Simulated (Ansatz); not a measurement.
A structure relaxed at PBE0-D4/def2-TZVP, charge 0, multiplicity 1:

```xyz
10

C    -0.6701    1.0023   -1.2567
B    -0.0885    0.1075   -0.1300
N     1.1130   -0.4830    0.2120
Si    0.0091   -0.9474    1.4950
H    -1.5285    0.5139   -1.7270
H    -1.0478    1.9397   -0.8375
H     0.0610    1.2418   -2.0338
H     2.0485   -0.5390   -0.1624
H    -0.2569   -2.4074    1.5962
H     0.3604   -0.4284    2.8441
```

Problem. Give its formula and SMILES.

Solution. CH6BNSi, `CB1N[SiH2]1`.

Problem. Point group (tolerance 0.08 Å, 0.16 Å for H)?

Solution. Cs.

Problem. Summarise the bond lengths by kind.

Solution. 1 × B–C 1.552 Å; 3 × C–H 1.094 Å; 1 × B–N 1.382 Å; 1 × B–Si 1.940 Å; 1 × N–Si 1.755 Å; 1 × H–N 1.009 Å; 2 × H–Si 1.488 Å.

All numbers were calculated with Ansatz.
